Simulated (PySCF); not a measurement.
C9H6ClN.
SMILES with atom numbers: `[N:1]#[C:2][c:3]1[cH:4][cH:5][c:6](/[CH:7]=[CH:8]/[Cl:9])[cH:10][cH:11]1` (hydrogens: H12 on C4; H13 on C5; H14 on C7; H15 on C8; H16 on C10; H17 on C11)

Cartesian coordinates in Å at the PBE0-D3(BJ)/def2-SVP level; atoms count from 1:
```xyz
17
C9H6ClN angstrom
N     -4.193    0.146    0.343
C     -3.044    0.104    0.185
C     -1.628    0.054   -0.010
C     -1.097   -0.328   -1.250
C      0.279   -0.370   -1.428
C      1.163   -0.037   -0.389
C      2.600   -0.100   -0.648
C      3.569    0.195    0.228
Cl     5.238    0.095   -0.159
C      0.614    0.343    0.850
C     -0.757    0.389    1.040
H     -1.769   -0.589   -2.068
H      0.685   -0.668   -2.398
H      2.898   -0.417   -1.652
H      3.386    0.522    1.254
H      1.268    0.607    1.683
H     -1.169    0.685    2.006
```

Method: PySCF, PBE0-D3(BJ)/def2-SVP geometry optimisation, gas phase.

Masses are those of the commonest isotopes; rigid-rotor values at the optimised geometry. The values belong to one conformer with, in the numbering `[N:1]#[C:2][c:3]1[cH:4][cH:5][c:6](/[CH:7]=[CH:8]/[Cl:9])[cH:10][cH:11]1`, C5–C6–C7–C8 179°.

Question: Give the principal moments of inertia and the rotational constants in MHz.

Answer: Ia = 102.20, Ib = 1515.44, Ic = 1617.62 u·Å²; 505379 MHz·u·Å²/I gives A = 4945, B = 333.5, C = 312.4 MHz.

Question: What kind of rotor is it?

Answer: A near-prolate asymmetric top; Ray's κ = -0.991.

Question: What does the inertial defect say?

Answer: Planar: Δ = Ic − Ia − Ib = -0.01 u·Å². For a rigid frame Δ = −2 Σ m c², so it vanishes when all atoms lie in the ab plane; here none is more than 0.01 Å from it.

Question: List the rotational levels J(Ka,Kc) to J = 3 (MHz).

Answer: Above 0(0,0):
J = 1: 1(0,1) 646, 1(1,1) 5257, 1(1,0) 5278
J = 2: 2(0,2) 1938, 2(1,2) 6528, 2(1,1) 6591, 2(2,1) 20426, 2(2,0) 20426
J = 3: 3(0,3) 3875, 3(1,3) 8434, 3(1,2) 8561, 3(2,2) 22364, 3(2,1) 22364, 3(3,1) 45474, 3(3,0) 45474

Question: Which types of transition are allowed, and where do some lines up to J = 4 fall?

Answer: The dipole components are |μa| = 3.53 D, |μb| = 0.24 D, |μc| = 0.00 D; the mirror of this Cs structure is the ab plane, so μc vanishes by symmetry (the 0.01 D computed is a residue) and there are no c-type lines. Intensities carry the squares of the components, which stand as 1.00 : 0.00 (a : b). Some lines, for components of 0.1 D or more:

```tsv
type	branch	J(Ka,Kc)	MHz	lower level (cm⁻¹)
a	R	1(0,1) ← 0(0,0)	646	0.000
a	R	2(1,2) ← 1(1,1)	1271	0.175
a	R	2(0,2) ← 1(0,1)	1292	0.022
a	R	3(1,3) ← 2(1,2)	1906	0.218
a	R	3(2,2) ← 2(2,1)	1938	0.681
a	R	3(2,1) ← 2(2,0)	1938	0.681
a	R	3(1,2) ← 2(1,1)	1969	0.220
a	R	4(1,4) ← 3(1,3)	2541	0.281
a	R	4(3,2) ← 3(3,1)	2584	1.517
a	R	4(1,3) ← 3(1,2)	2626	0.286
b	Q	1(1,0) ← 1(0,1)	4633	0.022
b	Q	3(1,2) ← 3(0,3)	4686	0.129
b	Q	4(1,3) ← 4(0,4)	4728	0.215
b	Q	3(2,1) ← 3(1,2)	13803	0.286
b	R	3(2,2) ← 2(1,1)	15772	0.220
b	R	4(2,3) ← 3(1,2)	16387	0.286
b	R	4(2,2) ← 3(1,3)	16514	0.281
b	Q	4(3,1) ← 4(2,2)	23109	0.832
b	Q	3(3,0) ← 3(2,1)	23110	0.746
b	Q	4(3,2) ← 4(2,3)	23110	0.832
b	Q	4(4,0) ← 4(3,1)	32354	1.603
b	Q	4(4,1) ← 4(3,2)	32354	1.603
b	R	4(4,1) ← 3(3,0)	34938	1.517
```

Question: Estimate the classical rotational partition function at 10 K, 100 K and 200 K.

Answer: Point group Cs, symmetry number σ = 1; q = (√π/σ)·√((kT/h)³/(ABC)), k/h = 20836.6 MHz/K: 7430 at 10 K, 235000 at 100 K, 664000 at 200 K.

PBE0-D3(BJ)/def2-SVP frequencies: not computed here. No vibrational averaging or centrifugal distortion is included, and the geometry carries the error of its method. Quadrupole hyperfine structure (14N, 35Cl) is left out.
